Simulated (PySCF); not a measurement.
Gas-phase reaction: 2 WO2F2 + 6 O = W2O6 + 4 FO

Computed with PySCF and rigid-rotor harmonic-oscillator thermochemistry at 1 bar. † marks an energy on the PBE0/def2-TZVP geometry and frequencies. MP2 freezes the core. Open shells (unrestricted): O (multiplicity 3), FO (multiplicity 2); the rest are closed-shell singlets. Spin-orbit splitting is ignored; it lowers the true energy and changes the entropy of O, FO. W: scalar-relativistic def2 core potential, no spin-orbit coupling. WO2F2, W2O6: computed as isolated molecules; such fragments, hydroxides, amides, oligomers or adducts are transient or little studied in the gas. MP2 isn't extrapolated to the basis-set limit.

PBE0/def2-QZVP† gives ΔH°(298 K) = -240 kJ.

**Question.** What do MP2/def2-SVP†, BLYP/def2-TZVP†, ωB97M-V/def2-TZVP† give?

**Answer.** MP2/def2-SVP†: -42 kJ; BLYP/def2-TZVP†: -406 kJ; ωB97M-V/def2-TZVP†: -254 kJ. For scale, ΔH°(298 K) is -240 kJ at this level, -254 kJ at ωB97M-V/def2-TZVP†, and runs from -1800 to 851 kJ over the 17 levels computed.
